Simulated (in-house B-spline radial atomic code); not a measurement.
Pd3+ is squeezed into an impenetrable sphere of radius R (the orbitals vanish at R). Computed with an all-electron radial atomic-structure program (B-spline basis): non-relativistic r2SCAN, spin-polarised, spherical fractional occupations, point nucleus.

Energies in eV above the free ion in [Kr] 4d7:

```tsv
R (bohr)	highest level (eV)	[Kr] 4d7	[Ar] 3d10 4s2 4p5 4d8	[Ar] 3d9 4s2 4p6 4d7 4f1
8.25	-40.5	-2.417e-05	49.18	379.5
5.99	-40.5	0.001	49.18	380.3
5.39	-40.5	0.006341	49.19	381
4.17	-40.3	0.2205	49.41	384
3.56	-39.6	1.219	50.46	387.7
3.14	-38.1	3.916	53.33	392.9
2.55	-32.1	20.88	71.35	414.4
2.05	-15.1	94.84	148.6	493.1
1.88	-2.9	163.4	219.3	563.6
1.34	106	1040	1109	1458
```

Q: Does [Ar] 3d10 4s2 4p5 4d8 fall below [Kr] 4d7 under compression?

A: No, it stays above over the whole range.

Q: Does [Ar] 3d9 4s2 4p6 4d7 4f1 fall below [Kr] 4d7 under compression?

A: No, it stays above over the whole range.

The highest level is first positive in the row R = 1.34 bohr, pushed up by confinement above the zero of the free ion's potential. Each configuration is held fixed and needn't be the lowest in the sphere.
